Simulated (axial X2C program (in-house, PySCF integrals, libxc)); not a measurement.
## What spin–orbit coupling does to MgTe in a model world with the speed of light multiplied by 0.8

All values were computed with an in-house all-electron X2C program for linear molecules (integrals from PySCF). Spin-free means the one-electron spin-free X2C Hamiltonian; two-component (2c) means X2C with spin–orbit coupling and atomic mean-field two-electron Coulomb and Gaunt terms, so the difference of the two also holds small scalar two-electron terms; the speed of light was multiplied by 0.8, so these are model numbers, not those of the real molecule. Basis: Te dyall-v3z [11s12p8d1f], Mg dyall-v3z [9s9p5d3f] (cores contracted in-house); Gaussian nuclei, density fitting, unrestricted open shells. Masses: Te 129.906 u, Mg 23.985 u.

Spin-free state: M_S = 1, Λ = 1 (beyond evenly filled blocks: σα, π+α, π+β, π-α); fragments Te + Mg.

| level | Re (Å) | ωe (cm⁻¹) | De (eV) | μ (D) |
| --- | --- | --- | --- | --- |
| PBE0 | 2.682 | 271.0 | 1.324 | 2.43 |
| TPSS | 2.703 | 262.8 | 1.369 | 2.25 |
| r2SCAN0 | 2.674 | 276.7 | 1.314 | 2.61 |

Dipoles are positive if Mg is the positive end.

Two-component determinant lowest at the distance of the search:

Ω = 2 (⟨Sz⟩ = 0.99, ⟨Lz⟩ = 1.01 at PBE0); fragments Te + Mg.

```csv
level,Re (Å),ωe (cm⁻¹),De (eV),μ (D)
PBE0,2.696,261.3,1.182,2.30
TPSS,2.717,254.1,1.300,2.13
r2SCAN0,2.686,268.7,1.320,2.50
```

(1) From the two tables, how do the constants change at the PBE0 level (2c against spin-free)?

Dissociation energies refer to the lowest single-determinant-based atoms at the same level and basis. Density functionals use the spin component along the axis (collinear). The functionals have no current-density term, which raises determinants with orbital currents, atoms included. The state is one determinant with fixed occupations, lowest in a PBE0 search at one distance only: followed along the bond, the spin-free determinant M_S = 0, Λ = 0 reaches 0.18 eV lower at PBE0, at Re = 2.446 Å, so the state shown is not the lowest. With several unpaired electrons one determinant need not be a pure state. A state of lower Ω lies just above, and one determinant can place such states too high, so the state shown need not be the lowest. The search has Ω = 1 only 0.05 eV up. Open-shell Ω = 0 determinants with evenly filled partner blocks cannot be reached by this program, so the Ω shown need not be the lowest component. At some level and bond length an empty orbital lies below a filled one.

Results:

(1) At the PBE0 level Re increases by 0.014 Å and ωe goes down by 9.7 cm⁻¹; De changes by -0.142 eV.
